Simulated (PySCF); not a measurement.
## SMILES Clc1ccccn1, C5H4ClN

Geometry (Å), atoms numbered from 1 in this order:
```xyz
11

Cl    2.6029   -1.6796   -0.1123
C     1.1145   -0.8179   -0.0536
C     1.1228    0.5712   -0.0041
C    -0.1034    1.2108    0.0424
C    -1.2648    0.4502    0.0388
C    -1.1439   -0.9285   -0.0134
N     0.0223   -1.5505   -0.0586
H     2.0523    1.1164   -0.0024
H    -0.1510    2.2893    0.0811
H    -2.2360    0.9167    0.0753
H    -2.0104   -1.5754   -0.0192
```

Theory: PySCF, quadratic response LC-wPBE/aug-cc-pVDZ first hyperpolarisability, Taylor convention, gas phase. Geometry: GFN2-xTB.

(1) Give the tensor of the second harmonic β(−2ω;ω,ω) at 1340 nm in the axes of these coordinates.

Answers

(1) In au, Taylor convention; rows are the first index (the induced dipole):
|  | xx | yy | zz | xy | xz | yz |
| --- | --- | --- | --- | --- | --- | --- |
| x | +108.6 | +30.4 | +16.3 | -67.3 | -3.8 | +1.5 |
| y | -66.2 | -10.8 | -16.6 | +31.4 | +1.5 | +0.2 |
| z | -3.8 | +0.2 | -2.7 | +1.5 | +15.8 | -16.4 |

Norm of βᵢ = ⅓ Σⱼ (βᵢⱼⱼ + βⱼᵢⱼ + βⱼⱼᵢ): 182.1 au, hyper-Rayleigh value 73.3 au.
